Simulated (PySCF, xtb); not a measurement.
Ta(O)(Cl)2(Me) (CH₃Cl₂OTa), SMILES [O]=[Ta]([CH3])([Cl])[Cl], multiplicity 1.

Harmonic wavenumbers (cm⁻¹) from GFN2-xTB (xtb 6.7.1) at its own minimum, in rising order: 51, 76, 84, 96, 131, 147, 314, 341, 368, 672, 700, 821, 1285, 1453, 1472, 2972, 3007, 3012.

Task: What does B3LYP-D3(BJ)/def2-SVP (PySCF 2.14.0) give at its own minimum? (Estimate from the structure and the level; the computed values follow.)

Result: 96, 120, 139, 157, 212, 221, 385, 403, 540, 559, 650, 1008, 1197, 1394, 1398, 3007, 3108, 3111. Paired by order, the mean absolute difference is 82 cm⁻¹ and the zero-point energies are 24.3 and 25.3 kcal/mol.
